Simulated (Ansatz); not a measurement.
A short molecular-dynamics run on C3H9AlO3 (`C[O][Al]([O]C)[O]C`).

```yaml
crystal:
  periodic: [false, false, false]
  atoms:
    - {symbol: C, position_ang: [-2.680741, 0.860610, -0.349402]}
    - {symbol: O, position_ang: [-1.673646, -0.079802, -0.110700]}
    - {symbol: Al, position_ang: [-0.001481, -0.001497, 0.002868]}
    - {symbol: O, position_ang: [0.884675, -1.392790, 0.309709]}
    - {symbol: C, position_ang: [0.553184, -2.735591, 0.515889]}
    - {symbol: O, position_ang: [0.784535, 1.468135, -0.190762]}
    - {symbol: C, position_ang: [2.123322, 1.870759, -0.158199]}
    - {symbol: H, position_ang: [-3.376997, 0.888019, 0.495571]}
    - {symbol: H, position_ang: [-2.284423, 1.871879, -0.497316]}
    - {symbol: H, position_ang: [-3.248930, 0.583392, -1.243714]}
    - {symbol: H, position_ang: [-0.527036, -2.914299, 0.463089]}
    - {symbol: H, position_ang: [1.039306, -3.362487, -0.239199]}
    - {symbol: H, position_ang: [0.904696, -3.062312, 1.500358]}
    - {symbol: H, position_ang: [2.807972, 1.036854, 0.035327]}
    - {symbol: H, position_ang: [2.270804, 2.621369, 0.625589]}
    - {symbol: H, position_ang: [2.402060, 2.325162, -1.114909]}
basis:
  gaussian: {orbitals: "6-31G*"}
hamiltonian: {xc: {name: revPBE}, dispersion: d3bjatm}
md: {timestep: 0.5 fs, n_steps: 20, ensemble: nvt_langevin, temperature: 1500, initial_velocities: maxwell_boltzmann, friction: 0.01, seed: 761}
```

```sh
$ ansatz run in.yaml --threads 2 --pin off --events-out ev --progress --plain --max-ram 32768MiB --backend cpu
```

```json
{"step": "0", "time (fs)": "0.0", "potential energy (eV)": "-15994.2843", "kinetic (eV)": "2.9083", "T (K)": "1406", "conserved (eV)": "–"}
{"step": "1", "time (fs)": "0.5", "potential energy (eV)": "-15994.1755", "kinetic (eV)": "2.9567", "T (K)": "1430", "conserved (eV)": "–"}
{"step": "2", "time (fs)": "1.0", "potential energy (eV)": "-15993.9244", "kinetic (eV)": "2.7748", "T (K)": "1342", "conserved (eV)": "–"}
{"step": "3", "time (fs)": "1.5", "potential energy (eV)": "-15993.6082", "kinetic (eV)": "2.5460", "T (K)": "1231", "conserved (eV)": "–"}
{"step": "4", "time (fs)": "2.0", "potential energy (eV)": "-15993.3150", "kinetic (eV)": "2.2233", "T (K)": "1075", "conserved (eV)": "–"}
{"step": "5", "time (fs)": "2.5", "potential energy (eV)": "-15993.1087", "kinetic (eV)": "1.9715", "T (K)": "953", "conserved (eV)": "–"}
{"step": "6", "time (fs)": "3.0", "potential energy (eV)": "-15993.0061", "kinetic (eV)": "1.8111", "T (K)": "876", "conserved (eV)": "–"}
{"step": "7", "time (fs)": "3.5", "potential energy (eV)": "-15992.9768", "kinetic (eV)": "1.8239", "T (K)": "882", "conserved (eV)": "–"}
{"step": "8", "time (fs)": "4.0", "potential energy (eV)": "-15992.9723", "kinetic (eV)": "1.7493", "T (K)": "846", "conserved (eV)": "–"}
{"step": "9", "time (fs)": "4.5", "potential energy (eV)": "-15992.9604", "kinetic (eV)": "1.7596", "T (K)": "851", "conserved (eV)": "–"}
{"step": "10", "time (fs)": "5.0", "potential energy (eV)": "-15992.9375", "kinetic (eV)": "1.7018", "T (K)": "823", "conserved (eV)": "–"}
{"step": "11", "time (fs)": "5.5", "potential energy (eV)": "-15992.9088", "kinetic (eV)": "1.7713", "T (K)": "856", "conserved (eV)": "–"}
{"step": "12", "time (fs)": "6.0", "potential energy (eV)": "-15992.8823", "kinetic (eV)": "1.7874", "T (K)": "864", "conserved (eV)": "–"}
{"step": "13", "time (fs)": "6.5", "potential energy (eV)": "-15992.8644", "kinetic (eV)": "1.7952", "T (K)": "868", "conserved (eV)": "–"}
{"step": "14", "time (fs)": "7.0", "potential energy (eV)": "-15992.8442", "kinetic (eV)": "1.7459", "T (K)": "844", "conserved (eV)": "–"}
{"step": "15", "time (fs)": "7.5", "potential energy (eV)": "-15992.8281", "kinetic (eV)": "1.7635", "T (K)": "853", "conserved (eV)": "–"}
{"step": "16", "time (fs)": "8.0", "potential energy (eV)": "-15992.8274", "kinetic (eV)": "1.8436", "T (K)": "891", "conserved (eV)": "–"}
{"step": "17", "time (fs)": "8.5", "potential energy (eV)": "-15992.8410", "kinetic (eV)": "1.9377", "T (K)": "937", "conserved (eV)": "–"}
{"step": "18", "time (fs)": "9.0", "potential energy (eV)": "-15992.8850", "kinetic (eV)": "2.0326", "T (K)": "983", "conserved (eV)": "–"}
{"step": "19", "time (fs)": "9.5", "potential energy (eV)": "-15993.0051", "kinetic (eV)": "2.0985", "T (K)": "1015", "conserved (eV)": "–"}
{"step": "20", "time (fs)": "10.0", "potential energy (eV)": "-15993.2168", "kinetic (eV)": "2.2413", "T (K)": "1084", "conserved (eV)": "–"}
```

Velocities are drawn at the set temperature; a run this short doesn't reach equilibrium.

Frames (Å, forces in eV/Å):

```xyz
16
time=0.0 fs
C    -2.681    0.861   -0.349   -0.084    0.224   -0.045
O    -1.674   -0.080   -0.111   -0.507   -0.619    0.068
Al   -0.001   -0.001    0.003    0.000    0.000    0.000
O     0.885   -1.393    0.310    0.791   -0.117    0.080
C     0.553   -2.736    0.516   -0.155   -0.187    0.020
O     0.785    1.468   -0.191   -0.284    0.737   -0.148
C     2.123    1.871   -0.158    0.239   -0.037    0.024
H    -3.377    0.888    0.496   -0.279    0.023    0.313
H    -2.284    1.872   -0.497    0.096    0.389   -0.061
H    -3.249    0.583   -1.244   -0.231   -0.091   -0.338
H    -0.527   -2.914    0.463   -0.389   -0.117   -0.010
H     1.039   -3.362   -0.239    0.180   -0.257   -0.279
H     0.905   -3.062    1.500    0.129   -0.145    0.372
H     2.808    1.037    0.035    0.293   -0.273    0.069
H     2.271    2.621    0.626    0.076    0.290    0.293
H     2.402    2.325   -1.115    0.125    0.180   -0.358
16
time=1.0 fs
C    -2.699    0.863   -0.363    1.834   -0.046    1.199
O    -1.663   -0.069   -0.099   -1.316   -0.302   -0.190
Al   -0.006    0.002    0.003    0.306   -0.179    0.039
O     0.884   -1.390    0.309    0.791   -0.277   -0.266
C     0.564   -2.733    0.498   -2.226   -0.049    1.088
O     0.791    1.460   -0.190   -0.034    0.812   -0.035
C     2.132    1.857   -0.153   -0.126    1.033    2.647
H    -3.371    0.862    0.461   -0.911    0.234    1.201
H    -2.322    1.854   -0.552    0.380    1.032    0.092
H    -3.239    0.598   -1.202   -1.414   -1.021   -2.385
H    -0.559   -2.959    0.453    0.778    0.425    0.094
H     0.977   -3.402   -0.223    0.995   -0.560   -1.025
H     0.886   -3.025    1.502    0.220   -0.344    0.307
H     2.829    1.053    0.096    0.269   -0.447   -0.037
H     2.286    2.676    0.679   -0.233   -1.060   -1.219
H     2.373    2.286   -1.087    0.686    0.749   -1.509
16
time=2.0 fs
C    -2.718    0.865   -0.373    3.264   -0.277    1.680
O    -1.653   -0.060   -0.089   -2.216    0.050   -0.447
Al   -0.010    0.005    0.002    0.655   -0.300    0.066
O     0.883   -1.386    0.307    0.799   -0.516   -0.565
C     0.573   -2.732    0.480   -3.315   -0.264    1.660
O     0.797    1.452   -0.190    0.190    0.904    0.110
C     2.140    1.844   -0.145   -0.337    1.238    4.318
H    -3.371    0.832    0.440   -1.410    0.412    1.873
H    -2.359    1.842   -0.610    0.523    1.364    0.291
H    -3.243    0.601   -1.189   -2.073   -1.679   -3.500
H    -0.585   -3.003    0.447    1.447    0.884    0.123
H     0.928   -3.450   -0.221    1.358   -0.416   -1.155
H     0.866   -2.990    1.505    0.297   -0.517    0.158
H     2.849    1.062    0.162    0.065   -0.349   -0.236
H     2.301    2.721    0.719   -0.411   -1.709   -1.934
H     2.348    2.250   -1.069    1.165    1.176   -2.443
16
time=3.0 fs
C    -2.733    0.866   -0.381    3.078   -0.631    0.942
O    -1.644   -0.051   -0.078   -2.929    0.328   -0.650
Al   -0.012    0.008    0.002    0.878   -0.446    0.081
O     0.880   -1.383    0.301    0.827   -0.751   -0.792
C     0.579   -2.732    0.464   -3.612   -0.759    1.835
O     0.802    1.443   -0.189    0.460    1.061    0.248
C     2.148    1.831   -0.133   -0.208    1.527    4.437
H    -3.379    0.802    0.437   -1.357    0.575    1.761
H    -2.385    1.843   -0.664    0.442    1.183    0.523
H    -3.263    0.585   -1.210   -1.553   -1.603   -2.687
H    -0.593   -3.036    0.436    1.613    1.190    0.157
H     0.889   -3.499   -0.231    1.474    0.088   -0.849
H     0.851   -2.961    1.509    0.328   -0.657   -0.103
H     2.871    1.066    0.230   -0.262   -0.114   -0.524
H     2.311    2.756    0.739   -0.511   -2.007   -2.197
H     2.334    2.227   -1.072    1.332    1.014   -2.181
16
time=4.0 fs
C    -2.742    0.866   -0.389    1.718   -1.023    0.032
O    -1.638   -0.042   -0.070   -3.481    0.541   -0.772
Al   -0.013    0.011    0.001    1.019   -0.561    0.081
O     0.878   -1.380    0.294    0.883   -0.949   -0.951
C     0.584   -2.731    0.450   -3.561   -1.353    1.899
O     0.807    1.435   -0.187    0.660    1.203    0.344
C     2.155    1.818   -0.118    0.063    2.147    3.275
H    -3.402    0.781    0.455   -0.620    0.762    0.738
H    -2.400    1.854   -0.712    0.176    0.562    0.781
H    -3.296    0.549   -1.252   -0.436   -0.998   -0.893
H    -0.586   -3.054    0.425    1.498    1.370    0.176
H     0.860   -3.543   -0.244    1.515    0.693   -0.438
H     0.838   -2.939    1.513    0.344   -0.741   -0.411
H     2.888    1.070    0.293   -0.490   -0.009   -0.752
H     2.309    2.771    0.735   -0.529   -2.074   -2.186
H     2.338    2.210   -1.094    1.240    0.430   -0.925
16
time=5.0 fs
C    -2.749    0.865   -0.396    0.321   -1.563   -0.529
O    -1.634   -0.031   -0.063   -3.821    0.685   -0.832
Al   -0.012    0.013    0.000    1.047   -0.626    0.064
O     0.876   -1.377    0.285    0.926   -1.135   -1.027
C     0.585   -2.730    0.439   -3.219   -1.839    1.750
O     0.814    1.429   -0.185    0.795    1.308    0.390
C     2.162    1.806   -0.099    0.256    2.790    1.828
H    -3.431    0.769    0.482    0.176    0.908   -0.403
H    -2.409    1.862   -0.748   -0.056    0.076    0.922
H    -3.334    0.499   -1.302    0.564   -0.264    0.735
H    -0.565   -3.059    0.416    1.165    1.423    0.155
H     0.850   -3.579   -0.259    1.464    1.270   -0.007
H     0.828   -2.923    1.512    0.389   -0.802   -0.569
H     2.897    1.084    0.355   -0.542   -0.118   -0.873
H     2.298    2.769    0.710   -0.503   -1.957   -1.998
H     2.360    2.194   -1.120    1.038   -0.156    0.396
16
time=6.0 fs
C    -2.755    0.862   -0.404   -0.674   -2.005   -0.641
O    -1.633   -0.020   -0.057   -3.926    0.765   -0.858
Al   -0.011    0.016   -0.002    0.963   -0.776    0.054
O     0.877   -1.375    0.277    0.937   -1.218   -1.055
C     0.584   -2.732    0.428   -2.503   -1.980    1.536
O     0.820    1.423   -0.184    0.952    1.462    0.397
C     2.170    1.798   -0.079    0.367    2.920    0.459
H    -3.461    0.764    0.508    0.797    0.979   -1.317
H    -2.421    1.865   -0.776   -0.204   -0.218    0.967
H    -3.369    0.446   -1.348    1.195    0.321    1.758
H    -0.529   -3.047    0.408    0.451    1.270    0.072
H     0.858   -3.604   -0.272    1.349    1.657    0.287
H     0.819   -2.919    1.503    0.474   -0.834   -0.533
H     2.901    1.098    0.412   -0.537   -0.260   -0.934
H     2.282    2.751    0.666   -0.441   -1.519   -1.550
H     2.396    2.175   -1.142    0.798   -0.564    1.358
16
time=7.0 fs
C    -2.764    0.855   -0.412   -1.043   -1.962   -0.621
O    -1.637   -0.007   -0.051   -3.778    0.734   -0.835
Al   -0.010    0.020   -0.001    0.768   -0.953    0.046
O     0.878   -1.375    0.270    0.883   -1.252   -1.018
C     0.579   -2.735    0.419   -1.186   -1.812    1.137
O     0.826    1.418   -0.182    1.117    1.628    0.366
C     2.178    1.793   -0.059    0.337    2.343   -0.950
H    -3.485    0.765    0.524    1.118    0.975   -1.801
H    -2.426    1.871   -0.794   -0.433   -0.645    0.997
H    -3.398    0.392   -1.374    1.504    0.740    2.191
H    -0.486   -3.029    0.404   -0.791    0.939   -0.054
H     0.879   -3.617   -0.283    1.155    1.886    0.476
H     0.814   -2.927    1.484    0.592   -0.828   -0.242
H     2.896    1.109    0.465   -0.442   -0.420   -0.926
H     2.267    2.720    0.610   -0.341   -0.536   -0.714
H     2.442    2.155   -1.153    0.541   -0.836    1.946
16
time=8.0 fs
C    -2.773    0.848   -0.418   -0.964   -1.774   -0.684
O    -1.642    0.007   -0.046   -3.451    0.604   -0.757
Al   -0.008    0.022   -0.001    0.525   -1.155    0.052
O     0.881   -1.378    0.263    0.794   -1.128   -0.921
C     0.573   -2.738    0.414    0.481   -1.443    0.554
O     0.833    1.413   -0.182    1.198    1.766    0.306
C     2.186    1.790   -0.039    0.219    1.005   -2.444
H    -3.491    0.780    0.523    1.093    0.884   -1.828
H    -2.425    1.874   -0.800   -0.658   -0.960    0.922
H    -3.416    0.337   -1.376    1.629    1.086    2.301
H    -0.451   -3.003    0.405   -2.308    0.462   -0.191
H     0.908   -3.611   -0.295    0.865    1.934    0.577
H     0.817   -2.949    1.458    0.722   -0.792    0.257
H     2.880    1.120    0.514   -0.231   -0.624   -0.795
H     2.251    2.688    0.552   -0.225    1.103    0.479
H     2.494    2.129   -1.147    0.312   -0.967    2.170
16
time=9.0 fs
C    -2.786    0.842   -0.424   -0.603   -1.610   -0.703
O    -1.648    0.023   -0.040   -2.964    0.409   -0.630
Al   -0.006    0.024   -0.001    0.254   -1.359    0.075
O     0.885   -1.385    0.254    0.721   -0.826   -0.760
C     0.566   -2.740    0.411    1.717   -1.026   -0.020
O     0.841    1.409   -0.183    1.226    1.841    0.237
C     2.192    1.788   -0.022    0.270   -1.156   -3.814
H    -3.485    0.809    0.507    0.815    0.718   -1.513
H    -2.427    1.871   -0.793   -0.800   -1.039    0.690
H    -3.419    0.285   -1.353    1.572    1.353    2.135
H    -0.438   -2.970    0.401   -3.344    0.026   -0.271
H     0.942   -3.581   -0.305    0.547    1.730    0.530
H     0.827   -2.984    1.428    0.776   -0.704    0.755
H     2.869    1.125    0.557   -0.182   -0.618   -0.709
H     2.239    2.662    0.496   -0.117    3.273    1.851
H     2.546    2.097   -1.129    0.113   -1.012    2.148
16
time=10.0 fs
C    -2.800    0.834   -0.430   -0.033   -1.434   -0.729
O    -1.655    0.040   -0.036   -2.406    0.188   -0.461
Al   -0.003    0.025   -0.001   -0.013   -1.481    0.101
O     0.888   -1.392    0.245    0.687   -0.422   -0.551
C     0.561   -2.742    0.407    1.689   -0.892   -0.153
O     0.848    1.408   -0.184    1.215    1.815    0.150
C     2.199    1.786   -0.010    0.431   -2.325   -3.889
H    -3.474    0.846    0.480    0.328    0.504   -0.853
H    -2.440    1.861   -0.777   -0.813   -0.921    0.332
H    -3.411    0.240   -1.308    1.348    1.475    1.710
H    -0.457   -2.933    0.392   -2.908   -0.186   -0.312
H     0.988   -3.532   -0.315    0.170    1.366    0.408
H     0.842   -3.029    1.409    0.640   -0.492    0.794
H     2.862    1.121    0.594   -0.297   -0.361   -0.676
H     2.225    2.671    0.451   -0.050    4.130    2.327
H     2.594    2.057   -1.095    0.011   -0.963    1.801
```

Run time 54 s (2 threads of an AMD EPYC 7R13 on a shared host); peak host memory 0.7 GiB.
